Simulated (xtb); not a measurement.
O₃Zr, SMILES [O]=[Zr]1[O][O]1, multiplicity 1. All values are semi-empirical tight-binding results from xtb (GFN2-xTB unless named), good for trends rather than for accurate numbers. Geometry: GFN2-xTB. The multiplicity is an assumed one; other spin states were not compared.

For metal compounds this method's bond lengths and energies can be far off.

| Property | Value |
|---|---|
| point group as xtb finds it | Cs |
| orbital gap | 2.63 eV |
| zero-point energy | 4.6 kcal/mol |
| G − E(el) at 298.15 K (modified RRHO) | -13.4 kcal/mol |
